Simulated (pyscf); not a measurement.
**`[GeH3][AsH][AsH2]`, singlet**

Gas-phase minimum from PySCF at ωB97X-D3(BJ)/def2-SVP, one conformer. 

```xyz
9

Ge    -1.1430    -0.9662     0.8294
As    -0.6539     0.6306    -0.8929
As     1.0922     1.6317     0.4580
H     -2.0900    -0.2936     1.8355
H     -1.8311    -2.1982     0.2227
H      0.1373    -1.3982     1.5642
H      0.3070    -0.3248    -1.5839
H      0.1469     1.8907     1.6217
H      0.8839     3.0346    -0.0920
```

Bonded distances (Å): Ge1–As2 2.399, Ge1–H4 1.537, Ge1–H5 1.536, Ge1–H6 1.538, As2–As3 2.424, As2–H7 1.521, As3–H8 1.521, As3–H9 1.521. Bond angles (°): As2–Ge1–H4 107.7, As2–Ge1–H5 110.0, As2–Ge1–H6 111.1, H4–Ge1–H5 109.5, H4–Ge1–H6 108.9, H5–Ge1–H6 109.7, Ge1–As2–As3 91.2, Ge1–As2–H7 92.1, As3–As2–H7 93.3, As2–As3–H8 92.8, As2–As3–H9 94.6, H8–As3–H9 92.0.

Properties at ωB97X-D3(BJ)/def2-SVP:

| Property | Value |
|---|---|
| Harmonic wavenumbers, unscaled | 82, 93, 108, 283, 293, 456, 515, 596, 693, 723, 798, 832, 899, 906, 1025, 2174, 2187, 2190, 2248, 2257, 2261 cm⁻¹ |
| Zero-point energy | 30.9 kcal/mol |
| Rotational symmetry number | 1 |
| Entropy of this conformer at 298 K and 1 atm, rigid rotor and harmonic oscillator, modes under 100 cm⁻¹ raised to 100 | 366.8 J/(mol K) |
| Dipole moment | 0.23 D |

Single-point totals, which compare only within one level:

| level | total energy (hartree) |
|---|---|
| ωB97X-D3(BJ)/def2-TZVP | -6552.23082 |
| PBE/def2-TZVP | -6551.37120 |
| r²SCAN/def2-TZVP | -6552.34325 |
| B3LYP-D3(BJ)/def2-TZVP | -6552.52566 |
| PBE0-D3(BJ)/def2-TZVP | -6551.57048 |
| M06-2X/def2-TZVP | -6552.37892 |
| ωB97M-D3(BJ)/def2-TZVP | -6552.41812 |

Soft torsions are taken as harmonic, which can shift the entropy by several J/(mol K). Elements up to Kr have no core potential and no relativistic terms here.
